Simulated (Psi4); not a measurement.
cyclopropane (C$_{3}$H$_{6}$), singlet, at a GFN2-xTB geometry; PBE/aug-cc-pVDZ (Psi4).

The Psi4 input:
```
memory 2 GB

molecule {
0 1
C    -0.00164658    0.86387943    0.01427651
C     0.74902842   -0.43063952    0.00048003
C    -0.74738184   -0.43323991   -0.01475654
H    -0.01194048    1.44007117    0.92692109
H     0.00639391    1.46994805   -0.87882997
H     1.27073624   -0.71037648   -0.90206703
H     1.25240186   -0.74025335    0.90368403
H    -1.26796296   -0.74463313    0.87802147
H    -1.24962857   -0.71475626   -0.92772959
}

set {
  basis aug-cc-pvdz
}

energy('pbe')
print_variables()
```

Task: What does Psi4 print? Leave out banner, timings and long lists.

Result: 
```
   => Loading Basis Set <=

    Name: AUG-CC-PVDZ
    Role: ORBITAL
    Keyword: BASIS

         ---------------------------------------------------------
                                   SCF
               by Justin Turney, Rob Parrish, Andy Simmonett
                          and Daniel G. A. Smith
                              RKS Reference
         ---------------------------------------------------------

  ==> Geometry <==

    Molecular point group: c2
    Full point group: C2

    Geometry (in Angstrom), charge = 0, multiplicity = 1:

       Center              X                  Y                   Z               Mass
    ------------   -----------------  -----------------  -----------------  -----------------
         C           -0.748213240326    -0.006899246339     0.431999476230    12.000000000000
         C            0.748213240326     0.006899246339     0.431999476230    12.000000000000
         C            0.000000000000     0.000000000000    -0.863998952460    12.000000000000
         H           -1.251869459094    -0.914627470076     0.727605461481     1.007825032230
         H           -1.268522656596     0.891387020187     0.727605468313     1.007825032230
         H            1.251869459094     0.914627470076     0.727605461481     1.007825032230
         H            1.268522656596    -0.891387020187     0.727605468313     1.007825032230
         H            0.008326595334    -0.903007245147    -1.455210929794     1.007825032230
         H           -0.008326595334     0.903007245147    -1.455210929794     1.007825032230

  Running in c2 symmetry.

  Rotational constants: A =      0.68055  B =      0.68055  C =      0.42485 [cm^-1]
  Rotational constants: A =  20402.24097  B =  20402.24078  C =  12736.67182 [MHz]
  Nuclear repulsion =   76.150100279054556

  Charge       = 0
  Multiplicity = 1
  Electrons    = 24
  Nalpha       = 12
  Nbeta        = 12

  ==> Algorithm <==

  SCF Algorithm Type is DF.
  DIIS enabled.
  MOM disabled.
  Fractional occupation disabled.
  Guess Type is SAD.
  Energy threshold   = 1.00e-06
  Density threshold  = 1.00e-06
  Integral threshold = 1.00e-12

  ==> Primary Basis <==

  Basis Set: AUG-CC-PVDZ
    Blend: AUG-CC-PVDZ
    Number of shells: 57
    Number of basis functions: 123
    Number of Cartesian functions: 129
    Spherical Harmonics?: true
    Max angular momentum: 2

  ==> DFT Potential <==

   => LibXC <=

    Version 7.1.2
[...]
   @DF-RKS iter   2:  -115.11318024220407    1.99767e+00   2.35404e-02 DIIS/ADIIS
   @DF-RKS iter   3:  -117.73111676366416   -2.61794e+00   1.07797e-03 DIIS/ADIIS
   @DF-RKS iter   4:  -117.73485187514460   -3.73511e-03   2.03561e-04 DIIS/ADIIS
   @DF-RKS iter   5:  -117.73501822482881   -1.66350e-04   4.48605e-05 DIIS
   @DF-RKS iter   6:  -117.73502707404339   -8.84921e-06   6.36549e-06 DIIS
   @DF-RKS iter   7:  -117.73502722378237   -1.49739e-07   5.34353e-07 DIIS
  Energy and wave function converged.

  ==> Post-Iterations <==

   Electrons on quadrature grid:
      Ntotal   =   24.0000098683 ; deviation = 9.868e-06

    Orbital Energies [Eh]
    ---------------------

    Doubly Occupied:

[...]
    Virtual:

[...]
    Final Occupation by Irrep:
              A     B
    DOCC [     7,    5 ]
    NA   [     7,    5 ]
    NB   [     7,    5 ]

  @DF-RKS Final Energy:  -117.73502722378237

   => Energetics <=

    Nuclear Repulsion Energy =             76.1501002790545556
    One-Electron Energy =                -307.5296197133714031
    Two-Electron Energy =                 132.0135364972122716
    DFT Exchange-Correlation Energy =     -18.3690442866777985
    Empirical Dispersion Energy =           0.0000000000000000
    VV10 Nonlocal Energy =                  0.0000000000000000
    Total Energy =                       -117.7350272237823674

Computation Completed

Properties will be evaluated at   0.000000,   0.000000,   0.000000 [a0]

Properties computed using the SCF density matrix

 Multipole Moments:

 ------------------------------------------------------------------------------------
     Multipole            Electronic (a.u.)      Nuclear  (a.u.)        Total (a.u.)
 ------------------------------------------------------------------------------------

 L = 1.  Multiply by 2.5417464519 to convert [e a0] to [Debye]
 Dipole X            :          0.0000000            0.0000000            0.0000000
 Dipole Y            :          0.0000000            0.0000000            0.0000000
 Dipole Z            :          0.0000734           -0.0000000            0.0000734
 Magnitude           :                                                    0.0000734

 ------------------------------------------------------------------------------------

  Variable Map:
  ----------------------------------------------------------------------------
[...]
  Array Variable Map:
  ----------------------------------------------------------------------------
[...]
[...]
```
